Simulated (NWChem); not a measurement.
System: PbO, singlet; SMILES [Pb]=[O]

The following NWChem deck was run.

```
start job
memory heap 200 mb stack 900 mb global 1100 mb
geometry units angstroms
  Pb     0.000000     0.000000    -0.162655
  O      0.000000     0.000000     1.741014
end
basis spherical
  * library def2-svp
end
ecp
  Pb library def2-ecp
end
dft
  xc slater vwn_5
  iterations 150
end
driver
  maxiter 120
end
task dft optimize
dft
  grid fine
  convergence energy 1d-8 density 1d-7
end
task dft freq numerical
```

Low-valent species are run as closed-shell singlets; no triplet was tried in these runs. def2 effective core potentials on Pb; no spin-orbit coupling.

The level has its own optimisation; frequencies are unscaled.

Q: What results follow from this input? (LDA (Slater exchange, VWN5)/def2-SVP with def2 effective core potentials on Pb.) Quantities: r O–Pb (Å); highest harmonic frequency (cm⁻¹); zero-point energy (kcal/mol).

A: 
```yaml
r O–Pb (Å): 1.940
highest harmonic frequency (cm⁻¹): 747
zero-point energy (kcal/mol): 1.1
```
